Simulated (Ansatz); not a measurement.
Frontier orbitals of C2H9GaOS.

```tsv
atom	x (Å)	y (Å)	z (Å)
C1	1.000	0.349	-1.697
Ga2	-0.077	-0.260	-0.162
C3	0.520	-1.305	1.392
O4	-0.490	1.710	0.769
S5	-2.303	-0.388	-0.652
H6	1.919	0.841	-1.370
H7	1.289	-0.506	-2.314
H8	0.442	1.038	-2.335
H9	-0.167	-1.180	2.230
H10	1.517	-0.997	1.714
H11	0.559	-2.368	1.143
H12	-0.132	2.445	0.261
H13	-1.436	1.655	0.547
H14	-2.642	-1.034	0.475
```

The species carries charge 0 and has multiplicity 1. Correlated methods include outer-core shells of Ga, which these sets cover unevenly. Scalar relativity is left out up to krypton. The bonds changed during the relaxation, so this is another structure than the one it started from. All single points use the PBE0-D4/def2-TZVP geometry. It is one conformer, not always the lowest. Basis def2-TZVPP, Ansatz.

```
             functional  HOMO (eV)  LUMO (eV)  gap (eV)
                    PBE      -5.82      -0.81      5.01
                 revPBE      -5.76      -0.72      5.04
                 r2SCAN      -6.09      -0.19      5.90
                   PBE0      -7.02       0.04      7.06
                  B3LYP      -6.77      -0.33      6.44
                r2SCANh      -6.53       0.07      6.60
                r2SCAN0      -7.20       0.44      7.64
HSE06 (plane-wave form)      -6.62      -0.33      6.29
              CAM-B3LYP      -8.33       0.80      9.13
                ωB97M-V      -9.22       1.48     10.70
```

From PBE to PBE0 the HOMO moves by −1.20 eV and the LUMO by +0.85 eV, and with ωB97M-V by −3.40 and +2.29 eV, so the gap grows from 5.02 to 10.71 eV with exact exchange. A positive LUMO is unbound and depends on the basis.

B3LYP here is the variant with VWN-RPA as its local correlation; programs differ in this.
